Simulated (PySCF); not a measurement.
Working out the ionisation energy of Ti

Ti [Ar] 3d2 4s2 (3F) → Ti⁺ [Ar] 3d2 4s1 (4F). All numbers are calculated (PySCF 2.14, the spin-free X2C one-electron Hamiltonian (Gaussian nucleus), in ANO-RCC-VTZP (6s5p3d2f1g, 59 functions)). Frozen: [Ar]. Energies in hartree (1 hartree = 27.21139 eV):

| part | Ti (lower) | Ti⁺ (upper) |
| --- | --- | --- |
| UHF | -852.748178 | -852.543855 |
| CCSD correlation | -0.052253 | -0.013964 |
| (T) | -0.001687 | -0.000082 |

**Question.** What does Hartree-Fock give?

**Answer.** (-852.543855) − (-852.748178) = 0.204323 hartree = 5.560 eV.

**Question.** What do CCSD and CCSD(T) give?

**Answer.** The CCSD correlation energies differ by 0.038289 hartree = 1.042 eV and the triples by 0.001605 hartree = 0.044 eV, so CCSD gives 6.602 eV and CCSD(T) 6.646 eV.

Measured between the centres of the two terms (NIST): 6.828 eV, so CCSD(T) (valence) is off by -0.182 eV.

What remains against the reference includes basis incompleteness, the frozen core and higher excitations.
